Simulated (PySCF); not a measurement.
Vertical excitations of a molecule C4H4Cl2 from TDA-CAM-B3LYP/def2-SVPD in PySCF, as energy in eV (oscillator strength): 4.94 (0.002), 6.14 (0.001), 6.66 (0.191), 6.76 (0.032), 6.85 (0.015), 7.00 (0.069), 7.11 (0.040), 7.38 (0.046), 7.49 (0.428), 7.58 (0.156). Lowest triplet (TDA): 4.17 eV. The structure is a stationary point at B3LYP-D3(BJ)/def2-SVP. Other conformers were not sampled.

### Question
Identify the compound among the candidates.
A) C=C=C(Cl)CCl
B) C=CC=C(Cl)Cl
C) C=C=CC(Cl)Cl
D) ClC=C=CCCl

### Answer
A, C=C=C(Cl)CCl
